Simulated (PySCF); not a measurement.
Compound: C5H6F3O2 (doublet state).
Z-matrix (Å and degrees, GFN2-xTB geometry), rows numbered from 1:
```
C 
C   1  1.4855
O   2  1.3531  1  117.38
O   2  1.3547  1  115.24  3  -159.56
C   4  1.3180  2  129.79  1   176.28
F   5  1.3617  4  116.17  2    -7.21
C   5  1.3491  4  125.24  2   173.39
C   7  1.4818  5  122.54  4    -0.06
F   8  1.3634  7  111.48  5  -121.28
F   8  1.3631  7  111.35  5   122.00
H   1  1.0947  2  111.78  3    78.45
H   1  1.0866  2  108.79  3   -40.76
H   1  1.0865  2  109.83  3  -161.20
H   3  0.9667  2  112.81  1  -175.66
H   7  1.0748  5  119.44  4   179.17
H   8  1.0999  7  113.33  5     0.42
```

The hyperfine couplings belong to this conformer and change with its torsions.

Identity: `C[C](O)O/C(F)=C\C(F)F` [radical].

Method used: UKS B3LYP, pcH-1 on C F H O, non-relativistic, mean-field spin-orbit, GIAO (PySCF). Isolated species at its GFN2-xTB geometry (one conformer only). Couplings are sensitive to structure, and on GFN2-xTB geometries they can be far from those on DFT ones. Stability of the SCF solution: not tested.

The Mulliken spin populations are largest on C2 (+0.78), C7 (+0.14), O3 (+0.10) and H11 (+0.07). C2 is the only atom above +0.15. The positive populations add up to 1.11 and the negative ones to -0.11, together 2S = 1. The angles at C2 add up to 356.4°, so it is nearly planar.

Task: Find Q in a(H) = Q·ρ(C) for the protons on the planar carbons that carry spin.

Result: 
```tsv
H	C	ρ(C)	a(H) (G)	a/ρ (G)
H15	C7	+0.139	-3.34	-24.1
```

One proton gives one ratio, Q = -24.1 G, and no test of linearity.

Task: How do the β-proton couplings of this frozen conformer go with θ, the angle between the C–H bond and the normal to the plane of the spin centre's three neighbours, both seen down the bond from centre to carbon?

Result: 
```tsv
β H	on	centre	θ (°)	cos²θ	a (G)
H11	C1	C2	1	1.00	+42.03
H12	C1	C2	60	0.26	+9.26
H13	C1	C2	61	0.24	+9.14
```

Fitting the Heller–McConnell form a = ρ(B0 + B2 cos²θ), with Mulliken ρ = 0.78, gives B0 = -2.0 G and B2 = 55.8 G, with a largest miss of 0.3 G. By this fit the coupling would be 42.0 G at θ = 0° and -1.6 G at 90°.

Task: What would the freely rotating methyl group on C1 show?

Result: Three equal couplings, a 1:3:3:1 quartet. The mean of the three values of this geometry estimates the splitting: 20.1 G, or 56.5 MHz (three bonds 120° apart have a mean cos²θ of 1/2 at any torsion).

Couplings in gauss use g_iso = 2.0028.
